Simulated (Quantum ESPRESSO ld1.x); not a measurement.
All-electron atom: the ruthenium ion Ru25+ in [Ne] 3s2 3p5 3d1 4d1 (not the ground configuration). All-electron calculation, Dirac Kohn-Sham, relativistic LDA (MacDonald-Vosko exchange, VWN5 correlation), spin-unpolarised, spherical densities, point nucleus; open shells are shared between the two j in proportion to 2j + 1. Program: ld1.x of Quantum ESPRESSO 7.5.

Radial electron density D(r) = 4 pi r^2 rho(r):

```
   r/bohr * D(r) (the largest magnitude, 67.2, reaches the edge; | marks zero)
 0.002078 |  *
 0.002642 |   *
 0.003386 |      *
 0.004304 |         *
 0.005472 |             *
 0.006956 |                  *
 0.008842 |                        *
  0.01124 |                               *
  0.01429 |                                      *
  0.01817 |                                           *
  0.02328 |                                             *
  0.02959 |                                            *
  0.03762 |                                        *
  0.04783 |                                      *
   0.0608 |                                         *
  0.07729 |                                                 *
  0.09825 |                                                      *
   0.1249 |                                                 *
   0.1601 |                                 *
   0.2035 |                      *
   0.2587 |                     *
   0.3288 |                       *
    0.418 |                *
   0.5314 |       *
   0.6756 |  *
   0.8588 |*
    1.101 *
    1.399 *
    1.779 *
```

D(r) has 3 maxima, at r = 0.0237, 0.0998, 0.311 bohr, and minima at 0.0474, 0.231 bohr, inside which lie 2.06, 10.77 electrons.
